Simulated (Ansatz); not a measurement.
Calculated with Ansatz (gas phase, PBE0-D4/def2-TZVP geometries, no zero-point term in ΔE). CCSD(T)/CBS adds triple-zeta CCSD(T) − MP2 to the extrapolated MP2 energy (def2 sets, frozen cores). This one scheme is used for every species. DFT in def2-TZVPP. For Ge outer-core shells are correlated without core-valence functions, which leaves a few kJ/mol of doubt a bond. Scalar relativity is left out up to krypton. One conformer a species, not always the lowest.

Reaction (cleavage of the Ge–Al bond): `F[SiH2][AlH][GeH3]` + `SS` → `S[S][GeH3]` + `F[SiH2][AlH2]`

```csv
species,ωB97X-V energy (Eh)
`F[SiH2][AlH][GeH3]`,-2712.16769
`SS`,-797.48786
`S[S][GeH3]`,-2875.52062
`F[SiH2][AlH2]`,-634.14046
```

Problem. Work out ΔE.

Solution. ΔE = (-2875.52062) + (-634.14046) − (-2712.16769) − (-797.48786) = -0.00553 Eh = -14.5 kJ/mol. CCSD(T)/CBS gives -11.8 kJ/mol.

Largest T1 diagnostic among the species: 0.012.

The D4 term adds −4.2 kJ/mol with B3LYP and −2.0 kJ/mol with PBE0; it sums over pairs of atoms, weighted by their polarisabilities, and B3LYP, whose exchange is more repulsive, gets the larger term.

B3LYP here is the variant with VWN-RPA as its local correlation; programs differ in this.
